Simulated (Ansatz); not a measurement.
Isomers of C2H5B. Gas-phase values, no solvent. One relaxed conformer stands for each flexible species; it need not be the lowest. Strings in code marks are SMILES.

Quantity: electronic energy of isomers of C2H5B relative to `BC=C`, in kcal/mol. The restricted reference of `BC=C` is unstable towards unrestricted orbitals.

Case: `B1CC1`. Geometry of `B1CC1` (neutral, multiplicity 1, Å):

```xyz
8

B      0.7282     0.6909    -0.0241
C     -0.7556     0.3499     0.0370
C      0.3087    -0.7739    -0.0222
H      1.5840     1.5029    -0.0525
H     -1.3840     0.4951    -0.8365
H     -1.3052     0.4748     0.9651
H      0.4513    -1.3799     0.8674
H      0.3726    -1.3597    -0.9342
```

Predict the electronic energy of isomers of C2H5B relative to `BC=C` from frozen-core CCSDT(Q)/6-31g // B3LYP-D3(BJ)/def2-TZVP (Ansatz, a quantum-chemistry and plane-wave program).

20.5 kcal/mol.
